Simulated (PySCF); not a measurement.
# Mo⁺: excitation energy

Mo⁺ [Kr] 4d5 (6S) → Mo⁺ [Kr] 4d4 5s1 (6D), as a difference of total energies. Calculation: PySCF 2.14, in aug-cc-pVDZ-PP with ECP28MDF (5s5p4d2f, 54 functions); a scalar-relativistic core potential. Correlated levels: valence: 4s2 4p6 frozen. The calculations carry no spin-orbit coupling.

| method | excitation energy (eV) | error (eV) |
| --- | --- | --- |
| UHF | 1.505 | -0.082 |
| MP2 (valence) | 1.662 | +0.075 |
| SCS-MP2 (valence) | 1.557 | -0.030 |
| CCSD (valence) | 1.659 | +0.072 |
| CCSD(T) (valence) | 1.661 | +0.074 |

Reference: 1.587 eV (measured; NIST levels, between the centres of gravity of the two terms).

Errors of the correlated levels include the incompleteness of this basis and the frozen core.
